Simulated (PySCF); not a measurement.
Geometry (Å), atoms numbered from 1 in this order:
```xyz
13

O     2.4779   -0.3159    0.0025
C     1.1307   -0.1655    0.0004
C     0.3381   -1.3114    0.0137
C    -1.0381   -1.2017    0.0123
C    -1.6525    0.0402   -0.0010
C    -0.8496    1.1638   -0.0151
F    -1.4250    2.3849   -0.0300
C     0.5307    1.0883   -0.0146
H     2.9099    0.5470   -0.0083
H     0.8239   -2.2733    0.0260
H    -1.6436   -2.0946    0.0219
H    -2.7250    0.1434   -0.0005
H     1.1182    1.9952   -0.0249
```

All values are calculated (PySCF 2.14.0 with density-fitted response routines): shieldings: GIAO PBE0/pcSseg-1, geometry: GFN2-xTB. No solvent, one conformer, non-relativistic Hamiltonian.

List the cross peaks expected in HSQC, COSY and HMBC spectra.

Answers



HSQC (one-bond C–H):
```csv
δH,δC
7.54 (H11),136.7 (C4)
6.93 (H10),115.3 (C3)
6.84 (H12),112.1 (C5)
6.46 (H13),105.8 (C8)
```

COSY cross peaks (H two or three bonds apart, from the bond graph; peaks can be absent where the dihedral angle is near 90°):
```csv
δH,δH
7.54 (H11),6.93 (H10)
7.54 (H11),6.84 (H12)
```

HMBC (two and three bonds, from the bond graph):
```csv
δH,δC
7.54 (H11),"173.6 (C6), 164.9 (C2), 115.3 (C3), 112.1 (C5)"
6.93 (H10),"164.9 (C2), 136.7 (C4), 112.1 (C5), 105.8 (C8)"
6.84 (H12),"173.6 (C6), 136.7 (C4), 115.3 (C3), 105.8 (C8)"
6.46 (H13),"173.6 (C6), 164.9 (C2), 115.3 (C3), 112.1 (C5)"
```

References, each an isolated molecule treated in the same way: 1H (σref 31.72), 13C (σref 186.93) against TMS.

OH and NH positions are those of a molecule without intermolecular hydrogen bonds; in solution they move with solvent, concentration and temperature, and exchange usually removes their couplings. Shifts are as computed. Against solution values, carbons near 30 ppm lie about +3 ppm off and those near 130 ppm about +5 ppm. Of 1211 compounds with measured shifts, 218 miss one by over three times the rms of a fit or turn the order of signals round; such compounds aren't used in these exercises.
